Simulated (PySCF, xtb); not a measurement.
Cl₅Re, SMILES [Cl][Re+]([Cl])([Cl])([Cl])[Cl] (connectivity only; charge and spin as stated), charge +1, multiplicity 2.

Harmonic wavenumbers (cm⁻¹) from GFN2-xTB run with xtb at its own minimum, in rising order: 37, 38, 104, 104, 160, 173, 173, 247, 303, 336, 337, 342.

### Question
What does B3LYP-D3(BJ)/def2-SVP (PySCF) give at its own minimum? (The exact figures need the calculation; the answer reports its results.)

### Answer
27, 93, 147, 163, 178, 192, 212, 354, 393, 420, 422, 448. Paired by order, the mean absolute difference is 60 cm⁻¹ and the zero-point energies are 3.4 and 4.4 kcal/mol.
